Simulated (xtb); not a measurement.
C6H9O (SMILES O=C1[CH]CCCC1), doublet, from a rough starting geometry; xtb with GFN2-xTB.

Input for xtb:
```
$ xtb mol.xyz --gfn 2 --uhf 1 --opt vtight --json

# file mol.xyz
16

O     -2.36012905     1.35399392    -0.72258589
C     -1.32973599     0.82301667    -0.42937792
C     -0.05929257     1.48066335    -0.27022894
C      1.21595657     0.94420282     0.07657781
C      1.09223218    -0.56212992     0.62839531
C      0.00102813    -1.31923246    -0.11609926
C     -1.36287372    -0.63498134    -0.06345994
H     -0.06747330     2.49795179    -0.65861565
H      1.68855969     1.53478448     0.79131673
H      1.91137656     0.91624849    -0.78756830
H      0.65318610    -0.44173420     1.66666493
H      2.07520457    -0.99012917     0.61239545
H      0.03641648    -2.29744490     0.12085697
H      0.35677610    -1.29180996    -1.25034044
H     -2.04918298    -1.16901428    -0.62857934
H     -1.64097091    -0.71676148     1.02150517
```

Problem. What does xtb print? Leave out banner, timings and long lists.

Solution. 
```
   ID    Z sym.   atoms
    1    8 O      1
    2    6 C      2-7
    3    1 H      8-16

           -------------------------------------------------
          |                Calculation Setup                |
           -------------------------------------------------

           -------------------------------------------------
          |                 G F N 2 - x T B                 |
           -------------------------------------------------

          ...................................................
          :                      SETUP                      :
          :.................................................:
          :  # basis functions                  37          :
          :  # atomic orbitals                  37          :
          :  # shells                           23          :
          :  # electrons                        39          :
          :  max. iterations                   250          :
          :  Hamiltonian                  GFN2-xTB          :
          :  restarted?                      false          :
          :  GBSA solvation                  false          :
          :  PC potential                    false          :
          :  electronic temp.          300.0000000     K    :
          :  accuracy                    1.0000000          :
          :  -> integral cutoff          0.2500000E+02      :
          :  -> integral neglect         0.1000000E-07      :
          :  -> SCF convergence          0.1000000E-05 Eh   :
          :  -> wf. convergence          0.1000000E-03 e    :
          :  Broyden damping             0.4000000          :
          :  net charge                          0          :
          :  unpaired electrons                  1          :
          ...................................................

 iter      E             dE          RMSdq      gap      omega  full diag
   1    -21.6745437 -0.216745E+02  0.387E+00    4.67       0.0  T
   2    -21.7185445 -0.440008E-01  0.196E+00    4.56       1.0  T
   3    -21.7205900 -0.204552E-02  0.120E+00    4.53       1.0  T
   4    -21.7234610 -0.287097E-02  0.165E-01    4.55       1.0  T
   5    -21.7237246 -0.263618E-03  0.857E-02    4.51       1.0  T
   6    -21.7237502 -0.256070E-04  0.424E-02    4.53       1.0  T
   7    -21.7237541 -0.389229E-05  0.149E-02    4.52       1.7  T
   8    -21.7237548 -0.698940E-06  0.342E-03    4.53       7.3  T
   9    -21.7237548 -0.187783E-07  0.174E-03    4.53      14.4  T
  10    -21.7237548 -0.564968E-08  0.423E-04    4.53      59.1  T
  11    -21.7237548 -0.100899E-08  0.138E-04    4.53     181.6  T

   *** convergence criteria satisfied after 11 iterations ***

         :::::::::::::::::::::::::::::::::::::::::::::::::::::
         ::                     SUMMARY                     ::
         :::::::::::::::::::::::::::::::::::::::::::::::::::::
         :: total energy             -21.415703672591 Eh    ::
         :: gradient norm              0.201045559272 Eh/a0 ::
         :: HOMO-LUMO gap              4.525534570496 eV    ::
         ::.................................................::
         :: SCC energy               -21.723730078705 Eh    ::
         :: -> isotropic ES            0.029633191901 Eh    ::
         :: -> anisotropic ES          0.002807331199 Eh    ::
         :: -> anisotropic XC          0.008417221416 Eh    ::
         :: -> dispersion             -0.010456508994 Eh    ::
         :: repulsion energy           0.308026406115 Eh    ::
         :: add. restraining           0.000000000000 Eh    ::
         :: total charge              -0.000000000000 e     ::
         :::::::::::::::::::::::::::::::::::::::::::::::::::::

      -----------------------------------------------------------
     |                   =====================                   |
     |                        A N C O P T                        |
     |                   =====================                   |
[...]
 * total energy  :   -21.4446005 Eh     change       -0.3517994E-02 Eh
 * total energy  :   -21.4447867 Eh     change       -0.1861923E-03 Eh
 * total energy  :   -21.4448302 Eh     change       -0.4350075E-04 Eh
 * total energy  :   -21.4448552 Eh     change       -0.2500610E-04 Eh
 * total energy  :   -21.4448765 Eh     change       -0.2122837E-04 Eh
 * total energy  :   -21.4448899 Eh     change       -0.1344189E-04 Eh
 * total energy  :   -21.4448949 Eh     change       -0.4969207E-05 Eh
 * total energy  :   -21.4448963 Eh     change       -0.1414403E-05 Eh
 * total energy  :   -21.4448966 Eh     change       -0.3072552E-06 Eh
 * total energy  :   -21.4448969 Eh     change       -0.2943106E-06 Eh
 * total energy  :   -21.4448971 Eh     change       -0.1534188E-06 Eh
 * total energy  :   -21.4448971 Eh     change       -0.5142924E-07 Eh
   *** GEOMETRY OPTIMIZATION CONVERGED AFTER 14 ITERATIONS ***
         :: total energy             -21.444897102234 Eh    ::
[...]
        31                          0.2168406               5.9005
       ...                                ...                  ...
        37                          0.5855826              15.9345
      -------------------------------------------------------------
                  HL-Gap            0.1662476 Eh            4.5238 eV
             Fermi-level           -0.3249776 Eh           -8.8431 eV

     #   Z          covCN         q      C6AA      α(0)
     1   8 O        0.859    -0.398    21.640     6.237
     2   6 C        2.814     0.216    23.441     7.933
     3   6 C        2.893    -0.039    28.957     8.823
     4   6 C        3.806    -0.054    21.542     6.607
     5   6 C        3.807    -0.060    21.650     6.624
     6   6 C        3.806    -0.058    21.618     6.619
     7   6 C        3.807    -0.084    22.089     6.691
     8   1 H        0.926     0.064     2.155     2.296
     9   1 H        0.924     0.064     2.152     2.294
    10   1 H        0.923     0.076     2.019     2.222
    11   1 H        0.924     0.044     2.400     2.423
    12   1 H        0.924     0.037     2.484     2.465
    13   1 H        0.924     0.038     2.478     2.462
    14   1 H        0.924     0.038     2.482     2.464
    15   1 H        0.924     0.059     2.213     2.326
    16   1 H        0.924     0.057     2.232     2.336

 Mol. C6AA /au·bohr⁶  :       2211.214865
 Mol. C8AA /au·bohr⁸  :      49723.861544
 Mol. α(0) /au        :         70.819915

Wiberg/Mayer (AO) data.
largest (>0.10) Wiberg bond orders for each atom

 ---------------------------------------------------------------------------
     #   Z sym  total        # sym  WBO       # sym  WBO       # sym  WBO
 ---------------------------------------------------------------------------
     1   8 O    1.970 --     2 C    1.658     3 C    0.177
     2   6 C    3.951 --     1 O    1.658     3 C    1.263     7 C    0.979
     3   6 C    3.627 --     2 C    1.263     4 C    1.103     8 H    0.967
                             1 O    0.177
     4   6 C    3.998 --     3 C    1.103     5 C    1.003     9 H    0.940
                            10 H    0.913
     5   6 C    3.997 --     6 C    1.009     4 C    1.003    12 H    0.978
                            11 H    0.975
     6   6 C    3.998 --     5 C    1.009     7 C    1.008    14 H    0.978
                            13 H    0.977
     7   6 C    3.996 --     6 C    1.008     2 C    0.979    15 H    0.967
                            16 H    0.950
     8   1 H    0.996 --     3 C    0.967
     9   1 H    0.995 --     4 C    0.940
    10   1 H    0.992 --     4 C    0.913
    11   1 H    0.998 --     5 C    0.975
    12   1 H    0.999 --     5 C    0.978
    13   1 H    0.999 --     6 C    0.977
    14   1 H    0.999 --     6 C    0.978
    15   1 H    0.997 --     7 C    0.967
    16   1 H    0.997 --     7 C    0.950
 ---------------------------------------------------------------------------

Topologies differ in total number of bonds
Writing topology from bond orders to xtbtopo.mol

molecular dipole:
                 x           y           z       tot (Debye)
 q only:        1.483      -0.567       0.397
   full:        1.679      -0.605       0.440       4.673
molecular quadrupole (traceless):
                xx          xy          yy          xz          yz          zz
 q only:       -4.467       7.303       2.145      -3.093       1.460       2.322
  q+dip:       -5.825       9.120       2.524      -4.206       1.721       3.301
   full:       -6.169       8.852       2.169      -4.326       2.006       4.000

optimized geometry written to: xtbopt.xyz

           -------------------------------------------------
          | TOTAL ENERGY              -21.444897102234 Eh   |
          | GRADIENT NORM               0.000067151939 Eh/α |
          | HOMO-LUMO GAP               4.523827996311 eV   |
           -------------------------------------------------

normal termination of xtb
```
